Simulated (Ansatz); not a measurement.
Species: C$_{9}$H$_{9}$B, SMILES `CB1C=c2ccccc2=C1` with one electron removed (charge 1, multiplicity 2).

**Question.** Give a relaxed geometry from PBE-D3(BJ)/def2-SVP in Ansatz (a program for electronic structure).

**Answer.** the end point of this relaxation (outside a Z-matrix the atoms follow the SMILES, hydrogens last).
Z-matrix (Å, degrees):
```
C
C 1 1.3944
H 2 1.1010 1 122.45
C 1 1.4289 2 129.47 3 -2.36
C 4 1.3891 1 118.82 2 179.98
H 4 1.1003 5 120.99 1 179.79
H 5 1.1009 4 119.74 6 0.21
C 5 1.4386 7 118.49 4 -179.71
C 8 1.3891 5 121.77 7 179.71
H 9 1.1003 8 120.99 5 -179.91
H 8 1.1009 9 119.74 10 -0.21
C 9 1.4289 10 120.19 8 -179.79
C 12 1.3944 9 129.47 10 -0.18
H 13 1.1010 12 122.46 9 2.36
B 13 1.6025 14 130.30 12 175.52
C 15 1.5350 13 128.63 14 -7.76
H 16 1.1065 15 116.09 13 -21.24
H 16 1.1066 17 111.36 15 135.82
H 16 1.1276 17 105.16 18 113.38
```
